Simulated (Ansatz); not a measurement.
Input for Ansatz (an electronic-structure program): R-CCSD(T)/cc-pV(D+d)Z on CH4 (SMILES C). The basis file is the Basis Set Exchange's JSON of that set.

Ansatz 0.2 input:
```yaml
crystal:
  periodic: [false, false, false]
  atoms:
    - {symbol: C, position_ang: [0.00000000, 0.00000000, -0.00000000]}
    - {symbol: H, position_ang: [0.62892441, 0.62892441, 0.62892441]}
    - {symbol: H, position_ang: [-0.62892441, -0.62892441, 0.62892441]}
    - {symbol: H, position_ang: [0.62892442, -0.62892442, -0.62892441]}
    - {symbol: H, position_ang: [-0.62892442, 0.62892442, -0.62892441]}
basis:
  gaussian:
    orbitals: cc-pV_D+d_Z.json
magnetization: {spin_polarized: false}
correlation: {method: ccsd_t, electrons: outside_noble_gas}
scf: {lower_state_search: off}
```

Program output:

```
WARN ansatz: RAYON_NUM_THREADS=4 ignored (pool sized by the plan → 4); use --threads N
Functional definition: HF
these checks for a lower state are left out or cut short: stability, starts, cluster_reference, orbital_swaps, neighbouring_geometries, increment
integrals: 0.01 GiB planned
301 factors; integrals over basis functions are off by at most 8.7e-4 eV
mean field: 0.05 GiB planned
mean field evaluation 1: about -1092.9415 eV, gradient 1.9e1 eV
mean field evaluation 2: about -1092.9415 eV, gradient 1.9e1 eV
mean field evaluation 4: about -1093.8544 eV, gradient 1.4e0 eV
mean field evaluation 8: about -1093.8625 eV, gradient 1.6e-6 eV
mean field -1093.86250936 eV, -40.1987057723 hartree, gradient 1.6e-6 eV, S^2 0.000000; 0 other end points of the search recorded, 0 dependent functions left out
1 core orbitals not correlated
reference -1093.86250936 eV, -40.1987057723 hartree; 4, 4 occupied and 29, 29 virtual orbitals, 301 factors
second order -4.38634061 eV of doubles, -0.00000000 eV of singles
coupled cluster: 0.06 GiB planned
cycle   1  -4.86640827 eV  change   -4.8e-1 eV  update   4.1e-2
cycle   2  -5.01452285 eV  change   -1.5e-1 eV  update   1.2e-2
cycle   3  -5.02490758 eV  change   -1.0e-2 eV  update   2.8e-3
cycle   4  -5.02539863 eV  change   -4.9e-4 eV  update   7.1e-4
cycle   5  -5.02546379 eV  change   -6.5e-5 eV  update   1.5e-4
cycle   6  -5.02549243 eV  change   -2.9e-5 eV  update   2.6e-5
cycle   7  -5.02549551 eV  change   -3.1e-6 eV  update   3.9e-6
perturbative correction -0.10077780 eV, -0.0037035157 hartree
Total energy: -1098.98878267 eV, -40.3870928417 hartree
Checks for a lower state left out: stability, starts, cluster_reference, orbital_swaps, neighbouring_geometries, increment
```

The calculation finished and met its thresholds.

Cost: around 0.24 core-seconds (rough).
